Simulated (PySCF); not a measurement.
Electric field gradients and quadrupole coupling constants

Species: C4H4FNO2.
Geometry (GFN2-xTB, Å), atoms numbered from 1 in this order:
```
atom  x, y, z in Å
C1    -2.0095    0.5434   -0.1998
O2    -0.7281    0.4118    0.4087
C3     0.0617   -0.5417   -0.0365
O4    -0.1752   -1.3243   -0.9123
C5     1.4111   -0.5289    0.7207
F6     1.2557   -0.0539    1.9962
C7     2.3276    0.3107   -0.0325
N8     3.0282    0.9830   -0.6316
H9    -2.6752    0.9391    0.5635
H10   -1.9407    1.2389   -1.0376
H11   -2.3594   -0.4257   -0.5590
H12    1.8051   -1.5531    0.7827
```

Field gradients from the PBE0/pcSseg-1 density (PySCF, non-relativistic), principal values in atomic units, ordered |Vxx| ≤ |Vyy| ≤ |Vzz|:

```csv
atom,Vxx,Vyy,Vzz
O2,-0.6282,-1.0903,1.7184
O4,0.6357,0.9464,-1.5821
N8,0.4268,0.6083,-1.0351
```

Find the asymmetry η = (Vxx − Vyy)/Vzz and the couplings χ = eQV/h (234.96 MHz × Q in barn × V in au), with Q(17O) = −0.0256 b, Q(14N) = 0.02044 b.

```json
{"atom": "O2", "environment": "ester single-bonded oxygen", "nucleus": "17O", "η": "0.27", "χzz (MHz)": "-10.34", "χxx (MHz)": "3.78", "χyy (MHz)": "6.56"}
{"atom": "O4", "environment": "ester carbonyl oxygen", "nucleus": "17O", "η": "0.20", "χzz (MHz)": "9.52", "χxx (MHz)": "-3.82", "χyy (MHz)": "-5.69"}
{"atom": "N8", "environment": "nitrile nitrogen", "nucleus": "14N", "η": "0.18", "χzz (MHz)": "-4.971", "χxx (MHz)": "2.050", "χyy (MHz)": "2.921"}
```

The tensor is traceless: Vxx + Vyy + Vzz = 0.

What is Vzz at O2 in SI units (1 au = 9.71736 × 10²¹ V/m²)?

1.7184 au = 16.699 × 10²¹ V/m².

And the gradient at the other heavy atoms, for which no coupling is worked out here?

```tsv
atom	environment	Vzz (au)	η
C1	methoxy carbon	0.528	0.07
C3	ester carbonyl carbon	0.358	0.82
C5	sp3 C–F carbon	0.447	0.50
F6	alkyl fluorine	3.309	0.04
C7	nitrile carbon	-0.348	0.11
```

Were the hydrogens deuterons (Q(2H) = 0.00286 b), χzz would run from 183 kHz (H12) to 204 kHz (H9).

One conformer (not necessarily the lowest) at the GFN2-xTB geometry, without solvent, vibrations or thermal averaging. GFN2-xTB bond lengths can be off by several hundredths of an ångström, more for odd bonds, and the gradients follow them. These gradients aren't converged with respect to the basis.
